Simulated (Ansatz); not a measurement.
BS, multiplicity 2 (the spin of the measured ground state), most abundant isotopes (11.0093 and 31.9721 u). Constants from fifth-degree fits in 1/R to seven points on the lowest solution found; no spin–orbit coupling, no relativity up to Kr; ω_e x_e and α_e move by some per cent with the fit.

Correlated levels freeze the cores. CBS(a, b) extrapolates the correlation energy as X⁻³ and adds the Hartree–Fock energy of set b.

The values were computed with Ansatz (Gaussian basis) for Hartree–Fock, density functionals and correlated methods. Each number belongs to the level named beside it.

```json
[
 {"level": "PBE/def2-TZVPP", "r_e (Å)": "1.6208", "ω_e (cm⁻¹)": "1161.5", "ω_e x_e (cm⁻¹)": "6.00", "α_e (cm⁻¹)": "0.00568"},
 {"level": "CCSD(T)/CBS(aug-cc-pV(T+d)Z, aug-cc-pV(Q+d)Z)", "r_e (Å)": "1.6130", "ω_e (cm⁻¹)": "1186.2", "ω_e x_e (cm⁻¹)": "6.25", "α_e (cm⁻¹)": "0.00564"}
]
```

D_e from total energies of the atoms and the molecule: 6.27 eV at PBE/def2-TZVPP.

**Question.** Derive the rotational constants, the centrifugal constant, the fundamental, the zero-point energy and the force constant, and test the Morse rule for the well depth.

**Answer.** 
μ = 8.18937 u.
- PBE/def2-TZVPP: B_e = 16.8576/(μ r_e²) = 0.78359 cm⁻¹; B₀ = B_e − α_e/2 = 0.78075 cm⁻¹; D = 4B_e³/ω_e² = 1.43e-06 cm⁻¹; fundamental ω_e − 2ω_e x_e = 1149 cm⁻¹; zero-point energy ω_e/2 − ω_e x_e/4 = 579 cm⁻¹; k = μ(2πcω_e)² = 651 N/m; a Morse well would hold ω_e²/(4ω_e x_e) = 6.97 eV against the computed D_e of 6.27 eV
- CCSD(T)/CBS(aug-cc-pV(T+d)Z, aug-cc-pV(Q+d)Z): B_e = 16.8576/(μ r_e²) = 0.79116 cm⁻¹; B₀ = B_e − α_e/2 = 0.78834 cm⁻¹; D = 4B_e³/ω_e² = 1.41e-06 cm⁻¹; fundamental ω_e − 2ω_e x_e = 1174 cm⁻¹; zero-point energy ω_e/2 − ω_e x_e/4 = 592 cm⁻¹; k = μ(2πcω_e)² = 679 N/m

Doubts at one or more of the structures used: a spin-contaminated determinant (CCSD(T)/CBS(aug-cc-pV(T+d)Z, aug-cc-pV(Q+d)Z)).

Measured for the ground state: r_e 1.6092 Å [Huber and Herzberg (1979), NIST Chemistry WebBook]; ω_e 1179.9 cm⁻¹ [Irikura, J. Phys. Chem. Ref. Data 36, 389 (2007)].

Ansatz is a first-principles code.
